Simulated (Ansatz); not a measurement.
`FC=C(Cl)Cl` + HBr → `F/C=C(/Cl)Br` + HCl  (substitution at a C–Cl bond)

Isolated molecules relaxed with PBE0-D4/def2-TZVP in Ansatz; ΔE leaves out vibrations. CBS: MP2 limit from def2 TZ/QZ plus the TZ coupled-cluster correction, frozen cores. This one scheme is used for every species. DFT in def2-TZVPP. For Br outer-core shells are correlated without core-valence functions, which leaves a few kJ/mol of doubt a bond. Scalar relativity is left out up to krypton.

```
        level  ΔE (kJ/mol)
       PBE-D4         -3.6
      r2SCAN0         -2.6
    CAM-B3LYP         -1.6
HF/def2-TZVPP         -1.9
```

Question: What does CCSD(T)/CBS give? (Estimate.)

Answer: Ansatz gave: -6.6 kJ/mol. The listed levels differ from it by 3.0, 4.0, 5.0, 4.7 kJ/mol.

Question: What do rigid-rotor, harmonic-oscillator terms from PBE0-D4/def2-TZVP frequencies (298.15 K, 1 bar) make of the CCSD(T)/CBS value? (An estimate is asked.)

Answer: The calculation gave: ΔZPE = +0.4 kJ/mol, ΔH = -5.7 kJ/mol, ΔS = 0 J/(mol·K), ΔG = -5.6 kJ/mol.

Largest T1 diagnostic among the species: 0.011.

At CCSD(T), def2-SVP lies +7.2 kJ/mol from the extrapolated value and def2-TZVPP −1.7 kJ/mol. In def2-TZVPP, CCSD(T) changes the Hartree–Fock value by −6.3 kJ/mol (the triples alone add −0.4 kJ/mol) and MP2 by −8.8 kJ/mol.
